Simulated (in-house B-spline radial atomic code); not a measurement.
A fraction x of an electron is moved 2p → 3d in P3+, starting from [Ne] 3s2 and keeping the highest spin. Computed with an all-electron radial atomic-structure program (B-spline basis): scalar-relativistic (X2C) wB97X, spin-polarised, spherical fractional occupations, Fermi nucleus of rms radius 3.1889 fm.

Caution: exact exchange at fractional occupations of open shells leaves self-interaction of up to several eV.

```csv
x,E(x) - E(0) (eV),2p down level (eV),3d up level (eV)
0,0.0000,-170.549,-
0.125,19.2139,-173.013,-18.395
0.25,38.6530,-175.431,-19.034
0.375,58.3111,-177.805,-19.681
0.5,78.1823,-180.137,-20.330
0.625,?,?,?
0.75,118.5426,-184.674,-21.625
0.875,?,?,?
1,159.6937,-189.047,-22.914
```

Q: What belongs in the row x = 0.625?

A: An energy change of 98.2611 eV; 2p down at -182.427 eV, 3d up at -20.978 eV.

Q: What belongs in the row x = 0.875?

A: An energy change of 139.0218 eV; 2p down at -186.881 eV, 3d up at -22.270 eV.

Q: Check Janak's theorem between x = 0.125 and 0.25.

A: The slope of the energy is 155.51 eV; the orbital levels give 155.51 eV (ε of the receiving orbital less ε of the emptying one, averaged over the two points).
